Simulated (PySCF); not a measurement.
## Where the electron goes

C₆H₁₄Ge.
Z-matrix (Å and degrees, PBE0-D3(BJ)/def2-SVP geometry), rows numbered from 1:
```
C 
C   1  1.5237
C   2  1.5178  1  113.61
C   3  1.5515  2  117.61  1   -64.16
C   4  1.5462  3  102.63  2  -148.91
Ge  5  1.9790  4   87.92  3    22.21
C   6  1.9526  3  121.06  2  -104.50
H   1  1.1021  2  111.12  3   -59.35
H   1  1.1020  2  111.38  3    60.27
H   1  1.1011  2  111.67  3  -179.57
H   2  1.1038  1  109.38  3   122.43
H   2  1.1050  1  109.37  3  -122.25
H   3  1.1060  2  109.88  1    61.62
H   4  1.1042  3  108.74  2   -32.96
H   4  1.1043  3  114.64  2    86.08
H   5  1.1016  4  111.95  3   -88.74
H   5  1.0989  4  116.14  3   145.93
H   6  1.5479  3  112.89  2    29.70
H   7  1.1002  6  110.23  3  -165.68
H   7  1.0997  6  110.21  3   -45.78
H   7  1.1002  6  110.80  3    74.40
```

Method: TDDFT CAM-B3LYP/def2-SVPD, vertical, gas phase, core orbitals frozen in the response (PySCF 2.14.0, density-fitted response routines). Relativistic effects, spin–orbit coupling among them, are left out although an element past zinc is present.

Frontier orbitals with the atoms that hold most of them (Löwdin shares over 4%, at most four atoms; ? is withheld):

```
orbital  ε (eV)                            atoms
 LUMO+2    1.56   C4 12%, C1 11%, H15 10%, C5 8%
 LUMO+1    1.45    Ge6 18%, C2 9%, C5 8%, H18 8%
   LUMO       ?                                ?
   HOMO   -8.50    C3 33%, Ge6 20%, C2 7%, C4 7%
 HOMO-1   -8.81                                ?
 HOMO-2   -9.92  Ge6 22%, C7 20%, H18 17%, C3 8%
 HOMO-3  -10.37   C4 19%, C2 19%, C3 12%, C5 12%
```

Task: Give the leading atoms of the LUMO.

Result: Ge6 (bonded to 3 C and H) 31%; C7 (bonded to Ge and 3 H) 21%; H19 (bonded to C) 9%; H21 (bonded to C) 9%. By element: germanium 31%, carbon 21% or more, hydrogen 18% or more.

Task: Which atoms hold the HOMO-1, and with what shares?

Result: C5 (bonded to C, Ge and 2 H) 33%; Ge6 (bonded to 3 C and H) 19%; C4 (bonded to 2 C and 2 H) 12%; C7 (bonded to Ge and 3 H) 8%. By element: carbon 53% or more, germanium 19%.

Task: What is the LUMO energy, and the HOMO–LUMO gap?

Result: ε(LUMO) = 1.29 eV; the gap is 9.78 eV (0.3595 hartree).

Task: How does S1 compare with the orbital gap of 9.78 eV?

Result: S1 is at 6.91 eV (f = 0.037), 2.87 eV below the gap, made of HOMO→LUMO+1 (54%), HOMO→LUMO (20%), HOMO-1→LUMO+1 (13%). Its leading pair isn't HOMO and LUMO; the energies of that pair differ by 9.95 eV. Without the coupling terms of the response equations the lowest excitation would equal the gap.

Next come S2 at 7.20 eV (f 0.026), HOMO-1→LUMO+1 (37%), HOMO→LUMO (24%), HOMO-1→LUMO (16%); S3 at 7.22 eV (f 0.050), HOMO→LUMO (28%), HOMO→LUMO+2 (23%), HOMO→LUMO+1 (19%); S4 at 7.29 eV (f 0.022), HOMO→LUMO+2 (52%), HOMO→LUMO (21%), HOMO→LUMO+1 (14%); S5 at 7.52 eV (f 0.022), HOMO-1→LUMO (65%), HOMO-1→LUMO+1 (16%).

Löwdin shares depend on the basis, the more so with diffuse functions.

One conformer stands for the species.
